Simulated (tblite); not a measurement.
C7H8N (doublet state).
SMILES with atom numbers: `[NH2:1][C@@:2]12[CH:3]=[C:4][C@@H:5]([CH:6]=[CH:7]1)[CH2:8]2` (hydrogens: H9, H10 on N1; H11 on C3; H12 on C5; H13 on C6; H14 on C7; H15, H16 on C8)
Bond orders are those of one Lewis drawing.

Computed with GFN2-xTB (tblite), gas phase: L-BFGS steps from a force-field or distance-geometry start until the largest atomic force falls under 0.01 eV/Å.

Geometry at step 1:
```
atom  x, y, z in Å
N1      0.2002    1.1554   -1.7277
C2      0.1542    0.4321   -0.5064
C3      1.5334   -0.0303    0.0887
C4      1.2261   -1.0059    0.9172
C5     -0.2509   -1.2389    0.9511
C6     -0.8751    0.0451    1.5118
C7     -0.6402    1.0174    0.6565
C8     -0.5370   -0.9466   -0.5430
H9      0.6072    0.5759   -2.4521
H10     0.7812    1.9770   -1.6237
H11     2.3819    0.5945    0.1624
H12    -0.6156   -2.1886    1.3283
H13    -1.3858    0.1035    2.4706
H14    -0.9190    2.0627    0.7411
H15    -0.0623   -1.6507   -1.2238
H16    -1.6061   -0.8936   -0.7625
```

Question: Give the atomic forces at this geometry.

Answer: 
```json
{"atom": "N1", "Fx (eV/Å)": "0.131", "Fy (eV/Å)": "0.001", "Fz (eV/Å)": "0.104"}
{"atom": "C2", "Fx (eV/Å)": "-0.281", "Fy (eV/Å)": "-0.302", "Fz (eV/Å)": "0.012"}
{"atom": "C3", "Fx (eV/Å)": "-0.567", "Fy (eV/Å)": "-0.189", "Fz (eV/Å)": "1.302"}
{"atom": "C4", "Fx (eV/Å)": "0.071", "Fy (eV/Å)": "0.336", "Fz (eV/Å)": "-0.159"}
{"atom": "C5", "Fx (eV/Å)": "-0.385", "Fy (eV/Å)": "0.101", "Fz (eV/Å)": "-0.420"}
{"atom": "C6", "Fx (eV/Å)": "-0.134", "Fy (eV/Å)": "-0.619", "Fz (eV/Å)": "0.798"}
{"atom": "C7", "Fx (eV/Å)": "0.179", "Fy (eV/Å)": "0.878", "Fz (eV/Å)": "-0.249"}
{"atom": "C8", "Fx (eV/Å)": "-0.073", "Fy (eV/Å)": "-0.224", "Fz (eV/Å)": "-0.173"}
{"atom": "H9", "Fx (eV/Å)": "-0.089", "Fy (eV/Å)": "-0.014", "Fz (eV/Å)": "-0.128"}
{"atom": "H10", "Fx (eV/Å)": "-0.056", "Fy (eV/Å)": "0.224", "Fz (eV/Å)": "-0.031"}
{"atom": "H11", "Fx (eV/Å)": "0.618", "Fy (eV/Å)": "0.179", "Fz (eV/Å)": "-0.635"}
{"atom": "H12", "Fx (eV/Å)": "0.003", "Fy (eV/Å)": "0.063", "Fz (eV/Å)": "0.160"}
{"atom": "H13", "Fx (eV/Å)": "0.240", "Fy (eV/Å)": "-0.091", "Fz (eV/Å)": "-0.402"}
{"atom": "H14", "Fx (eV/Å)": "0.170", "Fy (eV/Å)": "-0.350", "Fz (eV/Å)": "-0.125"}
{"atom": "H15", "Fx (eV/Å)": "0.079", "Fy (eV/Å)": "-0.054", "Fz (eV/Å)": "-0.031"}
{"atom": "H16", "Fx (eV/Å)": "0.094", "Fy (eV/Å)": "0.062", "Fz (eV/Å)": "-0.023"}
```

The largest, 1.43 eV/Å, acts on C3; the rms over all components is 0.355 eV/Å. The forces sum to zero within rounding, as they must for an isolated molecule in no field.

Question: Give the force on C3 in Eh/bohr and in nN.

Answer: 1.433 eV/Å ÷ 51.422 = 0.02786 Eh/bohr, and 1.433 eV/Å × 1.602 = 2.30 nN.

Question: How far is this geometry from the end of the optimisation?

Answer: 0.194 eV above it, and 0.101 Å rms away after alignment. The bonds farthest from their final lengths, with half the difference of the two atoms' forces along the bond (positive lengthens):

```tsv
bond	now (Å)	final (Å)	force along bond (eV/Å)
C2–C3	1.572	1.593	+0.10
C4–C5	1.496	1.511	+0.24
C3=C4	1.316	1.301	-0.73
C5–C6	1.534	1.519	-0.13
C6–H13	1.088	1.073	-0.60
C3–H11	1.056	1.070	+0.52
```

The angle farthest from its final value is C4–C3–H11, 125.6° against 133.2°.

Of the 6 listed bonds off by 0.010 Å or more, this force points towards the final length in 6.

What follows is the cost of the whole relaxation. The run took 0.27 s wall on Arm Neoverse V1, one thread (shared host).
